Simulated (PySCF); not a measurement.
Run record for `c1c(C(=O)[O-])cns1`: B3LYP/def2-SVPD, fitting basis def2-qzvpp-jkfit, TDA, 25 singlets.

Method: TDA B3LYP/def2-SVPD, vertical, gas phase, core orbitals frozen in the response (PySCF 2.14.0, density-fitted response routines). Geometry: GFN2-xTB. The input is one job of a driver script: a line of settings, then coordinates in Å.

Command:
```bash
OMP_NUM_THREADS=1 python probes_run.py task.json out
```

Input:
```
{"job": {"kind": "uv", "xc": "B3LYP", "basis": "def2-SVPD", "nstates": 25, "ntriplets": 5, "tda": true, "scf": {"aux": "def2-qzvpp-jkfit"}}, "charge": -1, "multiplicity": 1}
O      2.206942     1.047838     0.603660
C      1.710424     0.083699     0.015810
O      2.240141    -0.858706    -0.579324
C      0.140128     0.040499     0.020617
C     -0.652608    -0.962181    -0.586929
N     -1.950350    -0.844564    -0.488913
S     -2.334436     0.511598     0.361752
C     -0.677982     0.953192     0.603237
H     -0.248566    -1.805824    -1.120495
H     -0.424809     1.839105     1.148056
```

Output:
```
final grid: 100736 points
cycle   1  E = -756.4722127063  dE =  1.570e+00  |g| = 1.111e+00  |ddm| = 5.943e+00
cycle   2  E = -749.2840644941  dE =  7.188e+00  |g| = 4.292e+00  |ddm| = 3.256e+01
cycle   3  E = -756.5547380851  dE = -7.271e+00  |g| = 7.976e-01  |ddm| = 3.231e+01
cycle   4  E = -756.7040604444  dE = -1.493e-01  |g| = 3.470e-01  |ddm| = 2.322e+00
cycle   5  E = -756.7225758624  dE = -1.852e-02  |g| = 2.038e-01  |ddm| = 9.843e-01
cycle   6  E = -756.7317985751  dE = -9.223e-03  |g| = 5.001e-02  |ddm| = 4.198e-01
cycle   7  E = -756.7323317165  dE = -5.331e-04  |g| = 2.231e-02  |ddm| = 1.356e-01
cycle   8  E = -756.7324540244  dE = -1.223e-04  |g| = 5.803e-03  |ddm| = 4.689e-02
cycle   9  E = -756.7324609582  dE = -6.934e-06  |g| = 3.184e-03  |ddm| = 1.717e-02
cycle  10  E = -756.7324630985  dE = -2.140e-06  |g| = 1.383e-03  |ddm| = 8.012e-03
cycle  11  E = -756.7324633724  dE = -2.739e-07  |g| = 6.831e-04  |ddm| = 3.031e-03
cycle  12  E = -756.7324634767  dE = -1.044e-07  |g| = 5.301e-05  |ddm| = 1.042e-03
cycle  13  E = -756.7324634770  dE = -3.083e-10  |g| = 4.356e-05  |ddm| = 1.894e-04
cycle  14  E = -756.7324634775  dE = -4.625e-10  |g| = 9.330e-06  |ddm| = 9.181e-05
converged SCF energy = -756.7324634775

Static polarisability (au): isotropic 85.940, principal 53.609 88.958 115.254

Singlet excitations
state   eV       nm        f      main configurations
  1   3.5914    345.2   0.00027   H->L 0.97
  2   3.6450    340.1   0.00000   H-1->L 0.98
  3   4.1675    297.5   0.00805   H-2->L 0.98
  4   4.4770    276.9   0.00180   H->L+1 0.93
  5   4.5955    269.8   0.00830   H-1->L+1 0.92
  6   4.9157    252.2   0.00001   H-2->L+1 0.99
  7   4.9450    250.7   0.00000   H->L+2 0.95
  8   5.0214    246.9   0.00010   H->L+4 0.90
  9   5.0626    244.9   0.04353   H-1->L+2 0.93
 10   5.1710    239.8   0.00001   H-1->L+4 0.92
 11   5.3439    232.0   0.00435   H->L+3 0.93
 12   5.3720    230.8   0.00027   H-2->L+2 0.97
 13   5.4523    227.4   0.01228   H-1->L+3 0.92
 14   5.5299    224.2   0.00003   H-3->L+1 0.93
 15   5.6682    218.7   0.15522   H-3->L 0.73
 16   5.7535    215.5   0.00345   H-5->L 0.73, H-2->L+3 0.16
 17   5.7617    215.2   0.00058   H-2->L+3 0.79, H-5->L 0.15
 18   5.9488    208.4   0.00047   H->L+5 0.88
 19   5.9589    208.1   0.00175   H-4->L+1 0.84, H-5->L 0.09
 20   5.9922    206.9   0.03686   H-2->L+4 0.82
 21   6.0575    204.7   0.00194   H-1->L+5 0.88
 22   6.0738    204.1   0.01103   H->L+6 0.81
 23   6.1170    202.7   0.01466   H-3->L+2 0.92
 24   6.1536    201.5   0.00339   H-1->L+6 0.71, H->L+7 0.20
 25   6.2450    198.5   0.01761   H->L+7 0.43, H-4->L 0.29, H-1->L+6 0.11

Triplet excitations (Tamm-Dancoff, eV): 3.5140 3.5323 3.8950 4.0058 4.3248
```

H and L stand for HOMO and LUMO; the number after each pair is its weight.

Q: Give the mean polarisability as a volume in Å³, and the ratio of the largest to the smallest principal value.

A: 85.940 au × 0.148185 = 12.74 Å³; 115.254/53.609 = 2.15.

Q: Which computed singlet has the largest oscillator strength, and what do all of them sum to?

A: State 15 at 5.67 eV (219 nm), f = 0.155; the 25 states sum to 0.326.

In short: SCF converged in 14 cycles with 189 basis and 695 fitting functions; HOMO -1.98 eV, LUMO 2.48 eV; lowest singlet 3.59 eV; lowest triplet 3.51 eV (Tamm–Dancoff); mean polarisability 85.9 au.

Q: Estimate the wall time. Hardware: one thread, Intel Xeon Platinum 8488C (x86_64), shared host. And the peak memory of the process?

A: About 39 s, with 0.76 GiB resident at the peak, the Python interpreter and its libraries included.

Shape of the structure used: `[O:1]=[C:2]([O-:3])[c:4]1[cH:5][n:6][s:7][cH:8]1`: O1–C2–C4–C5 180°.
